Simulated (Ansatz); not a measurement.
Isolated molecules relaxed with PBE0-D4/def2-TZVP in Ansatz; ΔE leaves out vibrations. CCSD(T)/CBS adds triple-zeta CCSD(T) − MP2 to the extrapolated MP2 energy (def2 sets, frozen cores). DFT in def2-TZVPP. For Ge outer-core shells are correlated without core-valence functions, which leaves a few kJ/mol of doubt a bond. Scalar relativity is left out up to krypton. Each species was taken in one conformer, which may not be the lowest.

Reaction (cleavage of the Si–Ge bond): `F[Si](Cl)(Cl)[GeH3]` + `O[SiH2]O` → `O[SiH2]O[Si](F)(Cl)Cl` + GeH₄

Q: Is it downhill or uphill in electronic energy at CCSD(T)/CBS, and by how much? (Estimate.)

A: The calculation gave: Downhill: ΔE = -28.0 kcal/mol.

Q: What do these levels give: ωB97X-V, B2PLYP, SCS-MP2/def2-TZVPP, SCS-MP2/def2-QZVPP, MP2/CBS(def2), CCSD/CBS(def2)? (An estimate is asked.)

A: The calculation gave: ωB97X-V -28.0, B2PLYP -28.3, SCS-MP2/def2-TZVPP -30.0, SCS-MP2/def2-QZVPP -29.8, MP2/CBS(def2) -28.2, CCSD/CBS(def2) -28.8 kcal/mol.

Largest T1 diagnostic among the species: 0.012.

The D4 term adds −1.0 kcal/mol with B3LYP and −0.7 kcal/mol with PBE0; it sums over pairs of atoms, weighted by their polarisabilities, and B3LYP, whose exchange is more repulsive, gets the larger term. From PBE to PBE0 (25 % exact exchange), in def2-TZVPP and without D4, ΔE moves by −2.9 kcal/mol. In def2-TZVPP, CCSD(T) changes the Hartree–Fock value by +6.0 kcal/mol (the triples alone add +0.8 kcal/mol) and MP2 by +5.7 kcal/mol.

B3LYP here is the variant with VWN-RPA as its local correlation; programs differ in this.
